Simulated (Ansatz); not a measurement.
`B[SiH](F)Cl`, relaxed with RKS PBE-D4/def2-SVP in Ansatz 0.2.0 from a rough embedded geometry. The force threshold is 0.03 eV/Å; the program also tests the step.

Charge 0, multiplicity 1.

Start:

```xyz
7

B     0.393    0.689    0.870
Si   -0.362   -0.412   -0.529
F    -0.504    0.464   -1.988
Cl    0.993   -2.046   -0.784
H    -0.277    0.951    1.817
H     1.423    1.244    0.737
H    -1.666   -0.890   -0.123
```

(1) How much energy does the relaxation release, and in how many steps? (Best estimate.)

(2) Which bonds change most? (An estimate is asked.)

(3) Give the relaxed structure. (Best estimate.)

## Answers

(1) The calculation gave: 0.34 eV, in 17 steps, 1 of them rejected.

(2) The calculation gave: Si2–F3 from 1.708 to 1.635 Å; Si2–H7 from 1.447 to 1.498 Å; B1–H6 from 1.178 to 1.212 Å; B1–H5 from 1.189 to 1.213 Å.

(3) Computed: 
```xyz
7

B     0.425    0.661    0.837
Si   -0.597   -0.197   -0.593
F    -0.470    0.291   -2.148
Cl    1.001   -1.559   -0.140
H     0.153    0.394    1.989
H     1.381    1.350    0.552
H    -1.893   -0.941   -0.497
```
